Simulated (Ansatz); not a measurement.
Ansatz (a program for electronic structure) input (PBE0/def2-TZVP):

Ansatz 0.2 input:
```yaml
crystal:
  periodic: [false, false, false]
  atoms:
    - {symbol: Cd, position_ang: [-0.00000000, -0.00000000, -0.99187572]}
    - {symbol: Se, position_ang: [0.00000000, 0.00000000, 1.40029513]}
basis:
  gaussian:
    orbitals: def2-TZVP
hamiltonian:
  xc: {name: PBE0}
relax: {f_tol: 0.003, max_steps: 100}
```

Output:

```
Functional definition: PBE0
integrals: 0.03 GiB planned
755 factors; integrals over basis functions are off by at most 4.8e-4 eV
mean field: 0.31 GiB planned
mean field evaluation 1: about -69901.8825 eV, gradient 3.4e1 eV
mean field evaluation 2: about -69843.7082 eV, gradient 1.2e2 eV
mean field evaluation 4: about -69906.1385 eV, gradient 7.4e0 eV
mean field evaluation 8: about -69906.3343 eV, gradient 4.2e-1 eV
mean field evaluation 16: about -69906.3352 eV, gradient 1.3e-5 eV
mean field -69906.33521107 eV, -2569.0104347910 hartree, gradient 2.3e-5 eV, S^2 0.000000; 0 other end points of the search recorded, 0 dependent functions left out
the calculation of the forces begins
reference -69906.33523250 eV, -2569.0104355783 hartree; 27, 27 occupied and 61, 61 virtual orbitals, 755 factors
relax step   1: F+E_penalty+E_count = -69906.33521107 eV  Δ(F+E_penalty+E_count) = +0.000e0 eV  max|allowed force component| = 3.466e-1 eV/Å  Δτ_max = 0.0000 Å  (31 SCF iters, accepted)
these checks for a lower state are left out or cut short: starts, cluster_reference, orbital_swaps, neighbouring_geometries, increment
integrals: 0.03 GiB planned
755 factors; integrals over basis functions are off by at most 4.6e-4 eV
mean field: 0.31 GiB planned
mean field -69906.34066116 eV, -2569.0106350781 hartree, gradient 2.1e-5 eV, S^2 0.000000; 0 other end points of the search recorded, 0 dependent functions left out
the calculation of the forces begins
reference -69906.34068256 eV, -2569.0106358645 hartree; 27, 27 occupied and 61, 61 virtual orbitals, 755 factors
relax step   2: F+E_penalty+E_count = -69906.34066116 eV  Δ(F+E_penalty+E_count) = -5.450e-3 eV  max|allowed force component| = 6.123e-2 eV/Å  Δτ_max = 0.0184 Å  (35 SCF iters, accepted)
these checks for a lower state are left out or cut short: starts, cluster_reference, orbital_swaps, neighbouring_geometries, increment
integrals: 0.03 GiB planned
755 factors; integrals over basis functions are off by at most 4.6e-4 eV
mean field: 0.31 GiB planned
mean field evaluation 32: about -69906.3408 eV, gradient 3.2e-3 eV
mean field -69906.34081749 eV, -2569.0106408231 hartree, gradient 2.0e-5 eV, S^2 0.000000; 0 other end points of the search recorded, 0 dependent functions left out
the calculation of the forces begins
reference -69906.34083889 eV, -2569.0106416097 hartree; 27, 27 occupied and 61, 61 virtual orbitals, 755 factors
relax step   3: F+E_penalty+E_count = -69906.34081749 eV  Δ(F+E_penalty+E_count) = -1.563e-4 eV  max|allowed force component| = 2.268e-4 eV/Å  Δτ_max = 0.0026 Å  (36 SCF iters, accepted)
integrals: 0.03 GiB planned
755 factors; integrals over basis functions are off by at most 4.6e-4 eV
mean field: 0.31 GiB planned
mean field -69906.34081749 eV, -2569.0106408231 hartree, gradient 2.0e-5 eV, S^2 0.000000; 1 other end points of the search recorded, 0 dependent functions left out
the calculation of the forces begins
reference -69906.34083889 eV, -2569.0106416097 hartree; 27, 27 occupied and 61, 61 virtual orbitals, 755 factors
Total energy: -69906.34083889 eV, -2569.0106416097 hartree
Atom 0 at     0.000000    -0.000000    -0.976098 Å, force     0.000000     0.000000     0.000227 eV/Å
Atom 1 at    -0.000000     0.000000     1.384518 Å, force    -0.000000    -0.000000    -0.000227 eV/Å
Dipole moment:    -0.000000     0.000000    -1.187745 e Å
```
